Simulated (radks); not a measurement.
Task: In, 49 electrons, occupied as [Kr] 4d10 5s2 5p1 (the NIST ground configuration). Method: scalar-relativistic Kohn-Sham, PBEsol, spin-polarised, spherical densities, finite nucleus; open shells are filled with parallel spins first (spin-orbit coupling, left out, can overturn this in heavy ions); Fermi nuclear charge, rms radius 4.6156 fm; hard spherical wall at 4 bohr; computed with a radial shooting solver on a logarithmic mesh with Libxc functionals. Some entries of the table are withheld. Estimate them.

orbital,occ.,eigenvalue (eV),<r> (bohr),<r^2> (bohr^2)
1s up,1,-27731.17,0.02973,0.001195
1s down,1,-27731.14,0.02973,0.001195
2s up,1,-4146.988,0.1286,0.01949
2s down,1,-4146.979,0.1286,0.01949
2p up,3,-3722.286,0.1122,0.01537
2p down,3,-3722.263,0.1122,0.01537
3s up,1,-781.4889,0.3489,0.1392
3s down,1,-781.4620,0.3489,0.1392
3p up,3,-642.4119,0.3474,0.1400
3p down,3,-642.3815,0.3474,0.1400
3d up,5,-426.2840,0.3245,0.1251
3d down,5,-426.2570,0.3245,0.1251
4s up,1,-113.2967,0.8486,0.8159
4s down,1,-113.2427,0.8485,0.8156
4p up,3,-71.8613,0.9238,0.9780
4p down,3,-71.8019,0.9233,0.9764
4d up,5,-12.7441,1.194,1.706
4d down,5,-12.5600,1.185,1.678
5s up,1,-2.0921,2.173,5.138
5s down,1,-1.1264,2.162,5.095
5p up,1,6.6426,2.330,5.867
5p down,0,7.7110,2.324,5.839
5d up,0,(1),2.446,6.619
5d down,0,(2),2.452,6.638
4f up,0,27.0167,2.375,6.088
4f down,0,28.0268,2.360,6.025
6s up,0,(3),2.401,(4)
6s down,0,(5),2.409,(6)

Result: 
(1) 5d up eigenvalue (eV): 21.8477
(2) 5d down eigenvalue (eV): 22.9110
(3) 6s up eigenvalue (eV): 37.7431
(4) 6s up <r^2> (bohr^2): 6.628
(5) 6s down eigenvalue (eV): 38.4521
(6) 6s down <r^2> (bohr^2): 6.665
